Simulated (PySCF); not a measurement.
# MBr for M along the fifth-period p block

MP2 with triple-zeta basis sets in PySCF, for the lowest determinant that a PBE0 search found; no spin–orbit coupling. De refers to high-spin ground-configuration atoms.

| M | basis | reference, frozen orbitals | state (unpaired electrons) | Re (Å) | ωe (cm⁻¹) | De (eV) |
| --- | --- | --- | --- | --- | --- | --- |
| In | x2c-TZVPPall | RHF, 27 | singlet (closed shell) | 2.542 | 227 | 4.27 |
| Sn | def2-TZVPP | UHF, 13 | doublet (π ↑) | 2.503 | 250 | 3.49 |
| Sb | x2c-TZVPPall | UHF, 27 | triplet (π ↑↑) | 2.479 | 264 | 2.55 |
| I | x2c-TZVPPall | RHF, 27 | singlet (closed shell) | 2.456 | 284 | 2.12 |

(1) By what factor does the well depth vary along the series?

The rows differ in basis set, which adds steps of its own.

The state changes along the series, so neighbouring rows are not always alike in their bonding.

Correlated steps freeze the inner cores (13 to 27 orbitals); shallow outer-core shells are correlated. These are scalar-relativistic numbers at best; spin–orbit coupling would shift them, the dissociation energy most. Where the molecule has an RHF reference, its open-shell atoms are computed with UHF. States were picked by a PBE0 search and need not be the measured ground states.

## Answers

(1) At MP2 it runs from 2.12 eV (IBr) to 4.27 eV (InBr), a factor of 2.01.
